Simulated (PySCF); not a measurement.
SMILES C[Si](C)(C)C[SiH2]O (C4H14OSi2) at its GFN2-xTB optimised geometry (Å):

```
21

C      2.8606    -1.2096     0.0000
Si     0.9491    -1.2096     0.0000
C      0.3355    -2.1145     1.5631
C      0.3190    -2.1095    -1.5577
C      0.3335     0.6018     0.0000
Si    -1.4841     0.8611     0.4488
O     -2.3075    -0.2163    -0.4559
H      3.2591    -0.6778    -0.8584
H      3.2566    -0.7334     0.8917
H      3.2535    -2.2209    -0.0316
H     -0.7469    -2.1908     1.5627
H      0.6276    -1.5876     2.4666
H      0.7380    -3.1212     1.6260
H      0.7654    -1.7020    -2.4599
H      0.5471    -3.1709    -1.5293
H     -0.7567    -2.0013    -1.6457
H      0.5161     1.0271    -0.9862
H      0.9342     1.1883     0.6939
H     -1.7468     0.6135     1.8710
H     -1.9376     2.2209     0.1244
H     -3.2591    -0.2499    -0.4284
```

Calculation: PySCF with PBE/def2-SVP.

Map of the electron localisation function on the plane z = 1.0 Å:

```
|0000000000000000000000000000000|
|0000000000000000000000000000000|
|0000000000000000000000000000000|
|0000000000000000000000000000000|
|0000000000000000000000000000000|
|0000000012210000000000000000000|
|0000000257762000000000000000000|
|0000001589983000000000000000000|
|0000001589984000012100000000000|
|0000001479973100278840000000000|
|0000000246752111699982000000000|
|0000000124311223899992000000000|
|0000000133000344899980000000000|
|0000000134000454799820000100000|
|0000000025312454455200037740000|
|0000000012443223332000399983000|
|0000000001111001232111799996100|
|0000000000000001332223899996100|
|0000000000000014775333799983000|
|0000000000003457998422467630000|
|0000000000059877898411222100000|
|0000000000399986687300123210000|
|0000000000599975676200025420000|
|0000000000268634788300014410000|
|0000000000012114899600001100000|
|0000000000000003899600000000000|
|0000000000000002688400000000000|
|0000000000000000232000000000000|
|0000000000000000000000000000000|
|0000000000000000000000000000000|
|0000000000000000000000000000000|
```
Scale: ten equal steps from 0.000 (start of '0') to 1.000 (end of '9'), in the order '0123456789'; x runs from -5.50 to 5.50, y from -5.50 (bottom) to 5.50 (top).
